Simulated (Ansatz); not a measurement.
`O[Si](O)(O)CCC(F)(F)C(F)(F)C(F)(F)C(F)(F)C(F)(F)C(F)(F)F` with charge +1. Total charge 1; doublet. Geometry PBE-D4/def2-SVP; atoms count from 1.

Cartesian coordinates in Å:
```
O 1.9146 1.8277 1.5046
Si 0.7545 2.6951 2.2912
O 1.2907 3.3481 3.6998
O -0.0931 3.7567 1.3537
C -0.6444 1.3747 2.8819
C -1.6444 0.9314 1.8556
C -1.1671 0.4034 0.4801
F -2.2586 0.2185 -0.2906
F -0.3761 1.3461 -0.1242
C -0.3864 -0.9493 0.5672
F -1.2460 -1.8808 1.0219
F 0.6141 -0.8036 1.4776
C 0.3321 -1.4757 -0.7480
F 1.2990 -0.5878 -1.0581
F 0.8881 -2.6527 -0.4014
C -0.5955 -1.6802 -1.9963
F -0.8813 -0.4674 -2.5132
F -1.7347 -2.2806 -1.5914
C -0.0049 -2.5928 -3.1524
F 0.1187 -3.8469 -2.6823
F -0.9275 -2.5647 -4.1340
C 1.3687 -2.1449 -3.7646
F 1.6072 -2.8728 -4.8547
F 2.3507 -2.3459 -2.8716
F 1.3247 -0.8454 -4.0914
H 2.7799 1.6967 1.9403
H 1.1031 4.2777 3.9307
H -0.0624 3.6733 0.3802
H -1.0974 2.0409 3.6460
H -0.0368 0.5746 3.3464
H -2.2323 0.0817 2.2830
H -2.3572 1.7450 1.6143
```

Single mean-field runs in def2-TZVP are fitted with def2-universal-jkfit.

Problem. Estimate the Mulliken populations of the heavy atoms from the PBE0/def2-TZVP orbitals of Ansatz.

Solution. 
```
atom  charge (e)  spin (α − β)
  O1       -0.41          0.11
 Si2        0.72          0.08
  O3       -0.46          0.07
  O4       -0.43          0.13
  C5       -0.21          0.46
  C6       -0.27          0.01
  C7        0.29          0.02
  F8       -0.12          0.01
  F9       -0.18          0.01
 C10        0.31          0.00
 F11       -0.13          0.00
 F12       -0.16          0.00
 C13        0.27          0.00
 F14       -0.14          0.00
 F15       -0.12          0.00
 C16        0.25          0.00
 F17       -0.14          0.00
 F18       -0.13          0.00
 C19        0.31          0.00
 F20       -0.13          0.00
 F21       -0.12          0.00
 C22        0.39          0.00
 F23       -0.11          0.00
 F24       -0.13          0.00
 F25       -0.13          0.00
```
Mulliken values depend strongly on the basis.

Problem. Where does the spin sit?

Solution. Summed by element: O 0.31, Si 0.08, C 0.50, F 0.02, H 0.09, of 1 unpaired in all. Largest on single atoms: C5 0.46, O4 0.13, O1 0.11.

Problem. And the Mayer bond orders between heavy atoms (over 0.3)?

Solution. O1–Si2 1.33 (1.65 Å); Si2–O3 1.33 (1.64 Å); Si2–O4 1.28 (1.65 Å); Si2–C5 0.61 (2.01 Å); C5–C6 1.10 (1.50 Å); C6–C7 0.94 (1.55 Å); C7–F8 1.15 (1.35 Å); C7–F9 1.03 (1.37 Å); C7–C10 0.96 (1.56 Å); C10–F11 1.13 (1.35 Å); C10–F12 1.06 (1.36 Å); C10–C13 0.93 (1.59 Å); C13–F14 1.11 (1.35 Å); C13–F15 1.12 (1.35 Å); C13–C16 0.96 (1.57 Å); C16–F17 1.10 (1.35 Å); C16–F18 1.11 (1.35 Å); C16–C19 0.94 (1.59 Å); C19–F20 1.14 (1.34 Å); C19–F21 1.13 (1.35 Å); C19–C22 0.97 (1.57 Å); C22–F23 1.18 (1.33 Å); C22–F24 1.14 (1.34 Å); C22–F25 1.16 (1.34 Å).
